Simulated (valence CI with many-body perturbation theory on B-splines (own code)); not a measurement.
**E1 line list for Xe⁴¹⁺**

Method: valence CI with perturbative core correlation (CI+MBPT): three valence electrons over a frozen Dirac-Fock core [Ne], radial functions for each j: 11 s, 11 p, 10 d, 8 f, 5 g, 2 h, with the one-electron correlation potential Σ1, the two-electron term Σ2, the three-electron term Σ3, Breit, model QED; selected CI, second order for the rest, scaled by the run's own slope (own B-spline code, finite nucleus).

The last digits are not significant, and no measured levels were compared; by estimate large intervals hold to a few tenths of a per cent, small ones and those within an open d or f shell to about a per cent.

Lines 1 to 50 of 569 in falling wavelength, among levels below 1502.8 eV, chosen from the strongest by gf and those to the six lowest levels. Wavelengths and rates use the calculated energies. Electric multipoles are in the length gauge with retardation, E1 and E2 with the static RPA response of the core. Weak lines are less certain than strong ones. Lines between different terms over intervals too small for the method are left out, as are lines whose strength nearly cancels. The highest levels of a list are the least certain.

Levels are named by their leading jj configuration (3d3/2^4 stands for four electrons in 3d with j = 3/2), which in mixed levels can hold well under half, so a name can repeat and another be missing. Letters in brackets count levels of one name in rising energy.

| λ vac (nm) | Upper | Lower | A (s⁻¹) | log gf | Branch % |
| --- | --- | --- | --- | --- | --- |
| 65.89 | (3s 3p1/2^2) J=1/2 | (3s^2 3p3/2) J=3/2 | 2.42e+06 | -3.50 | 0.0 |
| 28.81 | (3s 3p1/2 4p1/2) J=1/2 | (3s 3p1/2 4s) J=1/2 [a] | 5.48e+09 | -0.87 | 0.1 |
| 26.70 | (3s^2 4p1/2) J=1/2 | (3s^2 4s) J=1/2 | 7.29e+09 | -0.81 | 0.2 |
| 15.94 | (3s^2 4p3/2) J=3/2 | (3s^2 4s) J=1/2 | 2.71e+10 | -0.38 | 0.8 |
| 14.77 | (3s 3p1/2 3p3/2) J=3/2 [a] | (3s^2 3p3/2) J=3/2 | 7.27e+08 | -2.02 | 56.5 |
| 14.67 | (3p1/2 3p3/2 3d5/2) J=7/2 [b] | (3s 3p3/2 3d5/2) J=5/2 [b] | 4.75e+09 | -0.91 | 2.6 |
| 14.52 | (3s^2 4d3/2) J=3/2 | (3s^2 4p1/2) J=1/2 | 1.95e+10 | -0.61 | 0.1 |
| 14.24 | (3p1/2 3p3/2 3d5/2) J=9/2 | (3s 3p3/2 3d5/2) J=7/2 [b] | 3.72e+09 | -0.95 | 3.3 |
| 13.38 | (3p1/2 3d3/2^2) J=5/2 | (3s 3d3/2^2) J=3/2 | 7.71e+09 | -0.91 | 8.0 |
| 13.08 | (3p1/2 3d3/2 3d5/2) J=9/2 | (3s 3d3/2 3d5/2) J=7/2 [b] | 1.23e+10 | -0.50 | 11.4 |
| 13.04 | (3s 3p1/2 3p3/2) J=5/2 | (3s^2 3p3/2) J=3/2 | 5.04e+09 | -1.11 | 100.0 |
| 12.70 | (3p1/2 3d3/2 3d5/2) J=7/2 [a] | (3s 3d3/2 3d5/2) J=7/2 [a] | 7.37e+09 | -0.85 | 8.1 |
| 12.67 | (3s 3p1/2 4s) J=3/2 | (3s^2 4s) J=1/2 | 2.29e+10 | -0.66 | 0.2 |
| 12.62 | (3p1/2 3p3/2 3d5/2) J=9/2 | (3s 3p3/2 3d5/2) J=7/2 [a] | 8.01e+09 | -0.72 | 7.0 |
| 12.42 | (3p1/2 3d5/2^2) J=5/2 | (3s 3d5/2^2) J=3/2 | 1.25e+10 | -0.76 | 8.0 |
| 12.29 | (3s 3p1/2 3d5/2) J=7/2 | (3s^2 3d5/2) J=5/2 | 6.16e+09 | -0.95 | 12.8 |
| 12.25 | (3p1/2 3d3/2 3d5/2) J=9/2 | (3s 3d3/2 3d5/2) J=9/2 | 8.05e+09 | -0.74 | 7.5 |
| 12.23 | (3s 3p1/2^2) J=1/2 | (3s^2 3p1/2) J=1/2 | 1.16e+10 | -1.28 | 100.0 |
| 12.21 | (3p1/2 3d3/2 3d5/2) J=5/2 [a] | (3s 3d3/2 3d5/2) J=7/2 [a] | 7.32e+09 | -1.01 | 5.6 |
| 11.99 | (3p1/2^2 3p3/2) J=3/2 | (3s 3p1/2 3p3/2) J=3/2 [b] | 5.39e+09 | -1.33 | 5.1 |
| 11.89 | (3p1/2 3d5/2^2) J=9/2 | (3s 3d5/2^2) J=7/2 | 1.83e+10 | -0.41 | 16.6 |
| 11.86 | (3p1/2 3d5/2^2) J=5/2 | (3s 3d5/2^2) J=5/2 | 1.15e+10 | -0.84 | 7.3 |
| 11.79 | (3p1/2 3d5/2^2) J=3/2 | (3s 3d5/2^2) J=5/2 | 1.79e+10 | -0.83 | 8.3 |
| 11.74 | (3p1/2 3p3/2 3d3/2) J=7/2 | (3s 3p3/2 3d3/2) J=7/2 | 8.47e+09 | -0.85 | 5.8 |
| 11.68 | (3p1/2 3d3/2 3d5/2) J=5/2 [b] | (3s 3d3/2 3d5/2) J=5/2 [b] | 7.82e+09 | -1.02 | 1.9 |
| 11.47 | (3s 3p1/2 3d5/2) J=5/2 [b] | (3s^2 3d5/2) J=5/2 | 7.96e+09 | -1.03 | 9.7 |
| 11.38 | (3p1/2 3d5/2^2) J=9/2 | (3s 3d5/2^2) J=9/2 | 1.15e+10 | -0.65 | 10.4 |
| 11.36 | (3p1/2 3d3/2 3d5/2) J=7/2 [b] | (3s 3d3/2 3d5/2) J=7/2 [b] | 6.15e+09 | -1.02 | 2.1 |
| 11.27 | (3p1/2 3d5/2^2) J=7/2 | (3s 3d5/2^2) J=9/2 | 1.76e+10 | -0.57 | 8.2 |
| 11.25 | (3p1/2 3p3/2 3d5/2) J=3/2 [a] | (3s 3p3/2 3d5/2) J=5/2 [a] | 1.54e+10 | -0.93 | 5.9 |
| 11.22 | (3s 3p1/2 3p3/2) J=3/2 [b] | (3s^2 3p3/2) J=3/2 | 7.42e+09 | -1.25 | 7.8 |
| 11.19 | (3p1/2^2 3d5/2) J=5/2 | (3s 3p1/2 3d5/2) J=3/2 | 1.32e+10 | -0.83 | 11.8 |
| 11.17 | (3p1/2 3p3/2^2) J=5/2 | (3s 3p3/2^2) J=5/2 | 8.99e+09 | -1.00 | 4.7 |
| 11.11 | (3p1/2^2 3d5/2) J=5/2 | (3s 3p1/2 3d5/2) J=5/2 [b] | 1.91e+10 | -0.67 | 17.0 |
| 11.11 | (3p1/2 3d3/2^2) J=3/2 | (3s 3d3/2^2) J=5/2 | 1.66e+10 | -0.91 | 3.9 |
| 11.01 | (3p1/2 3p3/2 3d5/2) J=5/2 [a] | (3s 3p3/2 3d5/2) J=5/2 [a] | 1.50e+10 | -0.79 | 6.8 |
| 10.73 | (3p1/2 3d3/2 3d5/2) J=7/2 [b] | (3s 3d3/2 3d5/2) J=9/2 | 2.66e+10 | -0.43 | 9.0 |
| 10.59 | (3p1/2 3p3/2^2) J=3/2 | (3s 3p3/2^2) J=5/2 | 1.67e+10 | -0.95 | 3.9 |
| 10.58 | (3p1/2 3p3/2 3d5/2) J=5/2 [b] | (3s 3p3/2 3d5/2) J=7/2 [a] | 1.34e+10 | -0.87 | 3.9 |
| 10.57 | (3s 3p1/2 3d3/2) J=3/2 [a] | (3s 3p1/2 3p3/2) J=3/2 [b] | 6.57e+09 | -1.36 | 21.3 |
| 10.50 | (3p1/2 3p3/2 3d5/2) J=7/2 [a] | (3s 3p3/2 3d5/2) J=9/2 | 2.75e+10 | -0.44 | 15.3 |
| 10.44 | (3s 3p1/2 3p3/2) J=1/2 | (3s^2 3p3/2) J=3/2 | 1.28e+10 | -1.38 | 3.8 |
| 10.44 | (3p1/2^2 3d5/2) J=5/2 | (3s 3p1/2 3d5/2) J=7/2 | 3.61e+10 | -0.45 | 32.1 |
| 10.43 | (3p1/2^2 3p3/2) J=3/2 | (3s 3p1/2 3p3/2) J=5/2 | 3.19e+10 | -0.68 | 30.3 |
| 10.37 | (3p1/2^2 3d3/2) J=3/2 | (3s 3p1/2 3d3/2) J=5/2 | 3.90e+10 | -0.60 | 46.9 |
| 10.15 | (3p1/2 3d3/2 3d5/2) J=5/2 [b] | (3s 3d3/2 3d5/2) J=7/2 [a] | 1.77e+10 | -0.78 | 4.3 |
| 10.13 | (3p1/2 3p3/2 3d3/2) J=5/2 [b] | (3s 3p3/2 3d3/2) J=7/2 | 2.95e+10 | -0.56 | 7.3 |
| 10.11 | (3d3/2 3d5/2^2) J=9/2 | (3p3/2 3d5/2^2) J=7/2 [b] | 6.47e+09 | -1.00 | 1.8 |
| 9.991 | (3p1/2 3p3/2 3d5/2) J=9/2 | (3s 3p3/2 3d5/2) J=9/2 | 2.26e+10 | -0.47 | 19.7 |
| 9.971 | (3p1/2 3p3/2 3d3/2) J=5/2 [a] | (3p1/2 3p3/2^2) J=5/2 | 1.12e+10 | -1.00 | 9.3 |
